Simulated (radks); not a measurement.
Values are calculated unless marked as measured or tabulated.
Task: Spherical quantum dot in the effective-mass picture: electrons in a hard-walled sphere of radius 1.66, all in effective atomic units (hartree* = m*/eps^2 hartree, bohr* = eps/m* bohr), one dielectric constant everywhere. Level of theory: non-relativistic Kohn-Sham, PBE, spin-polarised, spherical densities (a radial shooting solver with Libxc functionals). Levels are named by radial order and angular momentum (1s, 1p, 1d, 2s, ...), and open shells are averaged over m. Each electron was tried in the lowest free levels, single moves between levels near the top were tried too, and the lowest total energy was kept; such a search can miss a lower state. Give the order in which the levels fill up to N = 33, the shell closures and the spin along the way.

Result: Shells are first occupied in the order 1s, 1p, 1d, 2s, 1f. Open shells at each N (closed shells left out): 1: 1s(up 1, down 0); 2: none; 3: 1p(up 1, down 0); 4: 1p(up 2, down 0); 5: 1p(up 3, down 0); 6: 1p(up 3, down 1); 7: 1p(up 3, down 2); 8: none; 9: 1d(up 1, down 0); 10: 1d(up 2, down 0); 11: 1d(up 3, down 0); 12: 1d(up 4, down 0); 13: 1d(up 5, down 0); 14: 1d(up 5, down 1); 15: 1d(up 5, down 2); 16: 1d(up 5, down 3); 17: 1d(up 5, down 4); 18: none; 19: 2s(up 1, down 0); 20: 2s(up 1, down 0) 1f(up 1, down 0); 21: 2s(up 1, down 0) 1f(up 2, down 0); 22: 2s(up 1, down 0) 1f(up 3, down 0); 23: 1f(up 5, down 0); 24: 1f(up 6, down 0); 25: 1f(up 7, down 0); 26: 2s(up 1, down 0) 1f(up 7, down 0); 27: 2s(up 1, down 0) 1f(up 7, down 1); 28: 1f(up 7, down 3); 29: 1f(up 7, down 4); 30: 1f(up 7, down 5); 31: 1f(up 7, down 6); 32: none; 33: 2s(up 1, down 0). All shells are closed at N = 2, 8, 18, 32 (there: 1s2 1p6 1d10 1f14). Largest 2S: 8, at N = 26.
